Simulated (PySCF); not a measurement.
C4H6BFO, SMILES CB1CO/C1=C\F. Heavy atoms are numbered as in [CH3:1][B:2]1[CH2:3][O:4]/[C:5]1=[CH:6]\[F:7]. Hydrogens are named by the atom that carries them.

Geometry: B3LYP-D3(BJ)/def2-SVP. The structure was generated by enumeration; whether it is a known compound was not checked.

These are r2SCAN/def2-TZVP (PySCF) values and carry that method's errors.

ESP charges are fitted to the potential on shells at 1.4 to 2.0 van der Waals radii. Atomic charges (e), one atom of each kind:

```tsv
atom	IAO	ESP fit
C1 (CH3)	-0.59	-0.97
B2	0.27	0.44
C3 (CH2)	-0.20	-0.23
O4	-0.36	-0.23
C5	0.02	0.05
C6 (CH)	0.12	-0.13
F7	-0.25	-0.07
H on C1	0.18	0.25
H on C3	0.16	0.12
H on C6	0.16	0.16
```

**Question.** Give the Mayer and Wiberg (Löwdin basis) orders of the bonds. (The exact figures need the calculation; the answer reports its results.)

**Answer.** 
```
bond   Mayer  Wiberg
-----  -----  ------
C1–B2   1.07    1.36
B2–C3   1.01    1.14
C3–O4   0.91    1.28
B2–C5   1.07    1.14
O4–C5   1.02    1.48
C5–C6   1.61    1.86
C6–F7   1.06    1.78
```
